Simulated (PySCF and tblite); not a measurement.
The numbers below are computed, except where a source is named.
C₇H₁₄, numbered as in [CH3:1][CH2:2][CH2:3][CH2:4][CH:5]1[CH2:6][CH2:7]1.

Free energies: B3LYP-D3(BJ)/def2-SVP (IEF-PCM, chloroform) on GFN2-xTB structures plus GFN2-xTB thermal terms, symmetry and mirror images included. Conformers within 3 kcal/mol (GFN2-xTB free energy) were kept, 7 at most. GIAO shieldings: wB97X-D/pcSseg-1 (IEF-PCM, chloroform). Shifts are against TMS (¹H), TMS (¹³C) at the same level; of two unlike H on one atom, a is the less shielded. (PySCF 2.14, tblite 0.8.)

Q: What shifts does this protocol give at 298.15 K under fast conformational exchange?

A: ¹H: 1.38 (H3, 2H), 1.36 (H2, 2H), 1.16 (H4, 2H), 1.02 (H1, 3H), 0.66 (H5, 1H), 0.45 (H6a/H7a, 2H), 0.04 (H6b/H7b, 2H) ppm. ¹³C: 37.9 (C4), 36.2 (C3), 26.6 (C2), 16.7 (C1), 14.1 (C5), 6.4 (C6/C7) ppm.

Q: How do the conformers differ?

A: Torsions listed: C1–C2–C3–C4, C2–C3–C4–C5, C3–C4–C5–C6. Of a mirror pair one member is shown.
```json
{"conformer": "1", "shape": "180°, 180°, -84°", "weight %": "34.8"}
{"conformer": "2", "shape": "-176°, -68°, -79°", "weight %": "14.2"}
{"conformer": "3", "shape": "-67°, -176°, -83°", "weight %": "13.7"}
{"conformer": "4", "shape": "-178°, -65°, 165°", "weight %": "12.9"}
{"conformer": "5", "shape": "67°, 174°, -84°", "weight %": "11.2"}
```

Not shown: 2 more, 13.3 % in all.

```csv
signal,1,2,3,4,5,average
H1,1.05,1.05,0.93,1.04,1.00,1.02
H2,1.23,1.38,1.41,1.45,1.38,1.36
H3,1.33,1.30,1.43,1.40,1.45,1.38
H4,1.11,1.20,1.09,1.27,1.09,1.16
H5,0.67,0.88,0.66,0.46,0.62,0.66
H6a/H7a,0.44,0.46,0.44,0.46,0.45,0.45
H6b/H7b,0.04,0.05,0.03,0.01,0.04,0.04
C1,17.6,17.8,15.4,17.8,15.6,16.7
C2,28.3,26.2,26.4,26.9,26.8,26.6
C3,37.6,36.0,35.1,37.5,35.3,36.2
C4,40.0,38.5,37.1,38.4,37.1,37.9
C5,14.9,12.8,14.9,14.0,15.0,14.1
C6/C7,6.4,6.4,6.4,7.0,6.4,6.4
```

Q: Which signal moves most, for its nucleus, between 220 and 380 K through the change of populations alone?

A: C4: 38.2 ppm at 220 K, 38.0 ppm at 260 K, 37.9 ppm at 298.15 K, 37.8 ppm at 340 K, 37.7 ppm at 380 K.

Shifts are unscaled: against experiment ¹³C can be off by 15 ppm or more and ¹H by 0.8 ppm. For its torsions the set is small; conformers may be missing.
